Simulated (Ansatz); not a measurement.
The lowest singlet and triplet of AlCl (SMILES [Al][Cl]); geometries from B3LYP-D3(BJ)/def2-TZVP, each state relaxed from the structure named, with no frequency check.
Singlet (charge 0, multiplicity 1):
```tsv
atom	x (Å)	y (Å)	z (Å)
Al	0.0000	0.0000	-1.2241
Cl	0.0000	0.0000	0.9361
```

A positive gap puts the triplet lower; no zero-point energy. U- takes an unrestricted singlet (broken symmetry where lower, unprojected). The triplet is unrestricted in single-reference levels. Active spaces average the two states.

Correlated levels freeze the cores.

Run with Ansatz (Gaussian basis) for Hartree–Fock, density functionals and correlated methods. Each number belongs to the level named beside it.

Q: What is the computed gap E(singlet) − E(triplet), vertical, at the singlet's geometry (U-B3LYP/def2-TZVPP)?

A: -3.05 eV

Q: Estimate the gap E(singlet) − E(triplet), vertical, at the singlet's geometry that FIC-MRCISD+Q on SA-CASSCF(2,3)/cc-pV(Q+d)Z returns for this input.

A: -2.97 eV

Q: Predict the gap E(singlet) − E(triplet), vertical, at the singlet's geometry from U-HF/cc-pV(T+d)Z.

A: -2.13 eV

Ansatz is an electronic-structure program.
